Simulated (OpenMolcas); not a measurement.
# Pd2+: ligand-field states by method

Pd2+ with its 6 nearest fluoride ions at 2.163 Å, on the Cd site of idealised cubic KCdF3 (a = 4.302 Å, distance in the model lattice 2.151 Å). The rest of the host is ab initio model potentials to 7.6 Å, with orthogonalisation functions on the cations behind the ligands, and point charges beyond; the distance is set by hand and nothing relaxes. Ligand basis ANO-RCC-VDZP.

```yaml
Program: OpenMolcas 26.06
Basis: ANO-RCC-VDZP [6s5p3d1f]
Scalar_Hamiltonian: DKH2, point nucleus
Active_space: 8 electrons in 5 orbitals (4d)
State_averaging: 2S+1 = 3 even, 10 roots; 2S+1 = 1 even, 15 roots
Spin-orbit_coupling: RASSI with atomic mean-field integrals over the reference wave functions
```

I. CASSCF
II. SS-CASPT2, IPEA 0.25 Eh, imaginary shift 0.1 Eh (closed shells correlated: 4s 4p and the ligand valence shells)

Spin-free states (labels of O, the rotations of Oh) in cm-1, each column counted from its own energy of the first state listed:

| State | Degeneracy | I | II |
| --- | --- | --- | --- |
| 3A2 | 1 | 0 | 0 |
| 3T2 | 3 | 12004 | 14560 |
| 1E | 2 | 13675 | 9920 |
| 3T1 | 3 | 18939 | 21000 |
| 1A1 | 1 | 23213 | 18920 |
| 1T2 | 3 | 25233 | 24790 |
| 1T1 | 3 | 29388 | 28850 |
| 3T1 | 3 | 30300 | 32550 |
| 1E | 2 | 39375 | 42090 |
| 1T2 | 3 | 39708 | 42270 |
| 1A1 | 1 | 62054 | 58580 |

From I to II, I's first state of the same spin (3T2) moves from 12004 to 14560 cm-1, by about +2600 cm-1.

From I to II, I's first state of another spin (1E) moves from 13675 to 9920 cm-1, by about -3800 cm-1.

I: A least-squares ligand-field fit to the states below 45000 cm-1, each weighted by its degeneracy and with a free common offset, gives 10Dq = 12068 cm-1, B = 878 cm-1 and C = 3489 cm-1 (C/B = 3.98), with an rms deviation of 76 cm-1. The same method and metal basis give the free ion B = 935 cm-1 (fit to its terms below 60000 cm-1, rms deviation 8 cm-1), so the nephelauxetic ratio is β = 878 / 935 = 0.94; it hangs on how both fits weigh the states, and computed free-ion B values tend to be too large, so β mixes covalency with correlation.

χT at 300 K: I 1.47, II 1.39 cm3 K/mol.

Roots that are degenerate in the reference are averaged as groups; the widest CASPT2 spread within a group is 200 cm-1 (the 3-fold group of multiplicity 3 near 32500 cm-1 above the lowest state of its run, II). Shifts and gaps below about the spread of the groups concerned are not significant. Over all roots computed the reference weight is 0.72 to 0.73 in II; a low but even weight reflects the number of correlated electrons. Real 4d8 and 5d8 ions are as a rule square planar and diamagnetic. Ligand-to-metal charge-transfer states are missing. With no ligand orbital active B as a rule stays too high, so bands that hang on it stand too high and its fall with covalency is understated. Without dynamic correlation the repulsion within the d shell is too large (B by tens of per cent), so at a given field states of lower spin stand too high (holds for I). With metal d orbitals alone the field can be off either way by tens of per cent (holds for I). With one d shell and no ligand orbital active, 10Dq can be off by a tenth or more (holds for II). No measured value stands beside these numbers; the geometry was set by hand and not optimised.
